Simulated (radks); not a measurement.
The numbers below are computed, except where a source is named.
Species: O. Configuration: [He] 2s2 2p3 3s1 (not the ground configuration).

Level of theory: scalar-relativistic Kohn-Sham, PBE, spin-unpolarised, spherical densities, finite nucleus; Fermi nuclear charge, rms radius 2.6991 fm (a radial shooting solver on a logarithmic mesh with Libxc functionals).

Energy parts (eV):
| part | energy |
|---|---|
| total | -2028.826 |
| kinetic | 2026.510 |
| electron-nucleus | -4752.014 |
| Hartree | 912.670 |
| exchange-correlation | -215.992 |

Orbitals (lengths in bohr, moments of r in powers of bohr; r(max) is where P^2 peaks):
\begin{tabular}{lrrr}
orbital & occ. & eigenvalue (eV) & r(max) \\ \hline
1s & 2 & -527.0437 & 0.1291 \\
2s & 2 & -33.2654 & 0.8542 \\
2p & 3 & -18.0777 & 0.7833 \\
3s & 1 & -2.3702 & 4.073 \\
\end{tabular}

The highest occupied level is 3s at -2.370 eV. The density falls to 0.001 e/bohr^3 at r = 4.33 bohr. Summed over all electrons, <r^2> = 35.40 bohr^2, which gives a Langevin (diamagnetic) susceptibility term of -28 x 10^-6 cm^3/mol.
